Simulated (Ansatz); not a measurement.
`CC(Cl)[SiH2]O` → `CC(O)Cl` + `[SiH2]` at 298.15 K and 1 bar (silylene formation by 1,1-elimination).

Calculated with Ansatz (gas phase, PBE0-D4/def2-TZVP geometries, no zero-point term in ΔE). CCSD(T)/CBS adds triple-zeta CCSD(T) − MP2 to the extrapolated MP2 energy (def2 sets, frozen cores). This one scheme is used for every species. One conformer a species, not always the lowest.

```tsv
species	CCSD(T)/CBS energy (Eh)	H − E (kJ/mol)	S (J/(mol·K))
`CC(Cl)[SiH2]O`	-904.40452	253.0	353.1
`CC(O)Cl`	-614.06791	203.0	296.8
`[SiH2]`	-290.19011	40.6	207.5
```

H − E and S are ideal-gas, rigid-rotor, harmonic terms from PBE0-D4/def2-TZVP, for one conformer and one mirror image of each species. 1 Eh = 2625.50 kJ/mol, R = 8.31446 J/(mol·K).

Q: By hand: ΔE, ΔH, ΔS and ΔG.

A: ΔE = (-614.06791) + (-290.19011) − (-904.40452) = 0.14650 Eh = 384.6 kJ/mol. Δ(H − E) = 203.0 + 40.6 − 253.0 = -9.4, so ΔH = 375.2 kJ/mol. ΔS = 296.8 + 207.5 − 353.1 = 151.2 J/(mol·K). ΔG = 375.2 − 298.15 × (151.2)/1000 = 330.1 kJ/mol.

Q: By hand: the equilibrium constant, and the temperature at which ΔG would vanish if ΔH and ΔS stayed fixed.

A: log₁₀ K = −ΔG/(RT ln 10) = -57.8. ΔG = 0 at ΔH/ΔS = 2481 K.

The number of gas molecules changes by +1, which sets the sign of ΔS. A doubt of 5 kJ/mol in ΔE shifts log₁₀ K by 0.9 here. Other conformers and mirror images would add mixing entropy, several J/(mol·K) or more a flexible species. These are equilibria of isolated gas molecules and say nothing of rates. Largest T1 diagnostic: 0.014 (customary marks: 0.02 for closed shells, 0.045 for open ones).
